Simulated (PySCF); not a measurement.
# Correlation energy of Er+ (erbium, charge +1)

Starting occupation: [Xe] 4f12 6s1, 4f5/2 with m_j = -3/2, -1/2, +1/2, +3/2, +5/2, 4f7/2 with m_j = -5/2, -3/2, -1/2, +1/2, +3/2, +5/2, +7/2, 6s1/2 with m_j = +1/2. Calculation: PySCF 2.14, in x2c-SVPall-2c with one added diffuse shell each of s, p, d, f type (8s11p10d4f1g, 128 functions); X2C-1e with screened-nucleus spin-orbit coupling, Gaussian nucleus. Frozen: [Ar] 3d10; 39 electrons correlated; the 16 highest virtual spinors left out.

MP2 pair energies summed by pair of shells (mhartree):

```tsv
pair	energy	share (%)
4f-4f	-299.14	26.6
4d-4f	-172.82	15.3
4f-5p	-157.77	14.0
5p-5p	-117.43	10.4
4d-4d	-91.26	8.1
4d-4p	-65.75	5.8
4f-4p	-49.51	4.4
4d-5p	-47.46	4.2
5p-5s	-27.10	2.4
5p-6s	-17.03	1.5
4p-4p	-16.29	1.4
4f-5s	-13.36	1.2
4d-5s	-8.90	0.8
4p-5p	-8.06	0.7
4f-6s	-7.50	0.7
4d-4s	-5.46	0.5
5s-5s	-5.32	0.5
4f-4s	-4.76	0.4
4p-4s	-3.94	0.4
4p-5s	-2.89	0.3
4s-4s	-0.99	0.1
5s-6s	-0.88	0.1
4d-6s	-0.85	0.1
4s-5p	-0.80	0.1
4s-5s	-0.44	0.0
4p-6s	-0.14	0.0
4s-6s	-0.02	0.0
```

Total MP2 correlation energy: -1125.9 mhartree.

The GHF reference relaxed away from the jj start to a determinant that is no pure jj level (⟨S²⟩ = 3.83, ⟨J²⟩ = 48.77); the energies belong to that determinant.

This basis was not built for core-valence correlation, so the inner-shell part is incomplete.
